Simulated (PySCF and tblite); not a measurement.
The numbers below are computed, except where a source is named.
C₇H₈, numbered as in [CH2:1]=[C:2]1[CH:3]=[CH:4][CH:5]=[C:6]1[CH3:7].

Conformers came from 60 starts (ETKDG and KDG, MMFF94s, GFN2-xTB); geometries are GFN2-xTB. Energies: PBE0-D3(BJ)/def2-SVP (IEF-PCM, chloroform), with GFN2-xTB thermal terms (modes under about 100 cm⁻¹ blended into free rotors). Symmetry numbers and mirror images are counted. Conformers within 2.5 kcal/mol (GFN2-xTB free energy) were kept, 6 at most. GIAO shieldings: WP04/pcSseg-1 (IEF-PCM, chloroform). Shifts are against TMS (¹H), TMS (¹³C) at the same level; of two unlike H on one atom, a is the less shielded. Programs: PySCF with density fitting and tblite.

Task: What shifts does this protocol give at 298.15 K under fast conformational exchange?

Result: ¹H: 6.28 (H4, 1H), 6.09 (H5, 1H), 6.09 (H1a, 1H), 5.96 (H3, 1H), 5.96 (H1b, 1H), 2.21 (H7, 3H) ppm. ¹³C: 160.5 (C2), 141.5 (C6), 139.6 (C4), 136.3 (C5), 129.4 (C1), 128.6 (C3), 16.7 (C7) ppm.

Shifts are unscaled: against experiment ¹³C can be off by 15 ppm or more and ¹H by 0.8 ppm.
